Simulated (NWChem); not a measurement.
# sulfur trioxide (SO3); SMILES O=S(=O)=O

```xyz
4

O     -1.0192    -1.0192     0.0000
S      0.0000     0.0000     0.0000
O     -0.3731     1.3923     0.0000
O      1.3923    -0.3731     0.0000
```
Atoms are numbered in this order, from 1.

Structure relaxed at the PBE0/def2-SVP level.

### Question
Give the principal values of the shielding tensors (ppm) of O1, S2 from PBE/pcSseg-1, GIAO (NWChem), with their diamagnetic and paramagnetic parts as GIAO splits them.

### Answer
```
atom     σ11    σ22   σ33  isotropic  diamagnetic  paramagnetic
----  ------  -----  ----  ---------  -----------  ------------
O1    -136.1  -47.0  58.9      -41.4        398.0        -439.5
S2      46.5   95.6  95.6       79.3       1059.6        -980.4
```
